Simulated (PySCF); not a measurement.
Choosing a molecule for a target property.

Species are written as SMILES; each is one conformer at its optimised geometry, gas phase, non-relativistic unless stated. Electronic properties by PySCF.

The conformers computed, where there is a choice (atom-mapped SMILES and torsion angles):
- `[CH3:1][C:2](=[S:3])[SiH2:4][NH:5]`: C1–C2–Si4–N5 64°, H–N5–Si4–C2 108°
- `[CH3:1][CH:2][CH:3]([SiH3:4])[SiH3:5]`: C1–C2–C3–Si4 111°
- `[CH2:1]=[C:2][C@H:3]1[CH:4]=[C:5]1[CH3:6]`: C1–C2–C3–C4 -106°

Task: Wanted: smallest rotational constant above 1.6 GHz (GFN2-xTB) and isotropic g value below 2.00266 (unrestricted B3LYP/pcH-1, mean-field spin–orbit), at GFN2-xTB geometries. Which candidate meets both?
A. `[H]/[C-]=[C]/c1ccccc1Cl` [radical]
B. `CC(C)=[O+]` [radical]
C. `CC(=S)[SiH2][NH]` [radical]
D. `C[CH]C([SiH3])[SiH3]` [radical]
E. `C=[C][C@H]1C=C1C` [radical]
F. `N#C[C@H]1C=CO[C](F)C1` [radical]

Result: E. Computed values:
| species | smallest rotational constant | isotropic g value |
| --- | --- | --- |
| [H]/[C-]=[C]/c1ccccc1Cl [radical] | 0.810 GHz | 2.00272 |
| N#C[C@H]1C=CO[C](F)C1 [radical] | 1.130 GHz | 2.00334 |
| C[CH]C([SiH3])[SiH3] [radical] | 1.392 GHz | 2.00261 |
| CC(=S)[SiH2][NH] [radical] | 1.759 GHz | 2.00646 |
| C=[C][C@H]1C=C1C [radical] | 2.051 GHz | 2.00210 |
| CC(C)=[O+] [radical] | 5.029 GHz | 2.00357 |
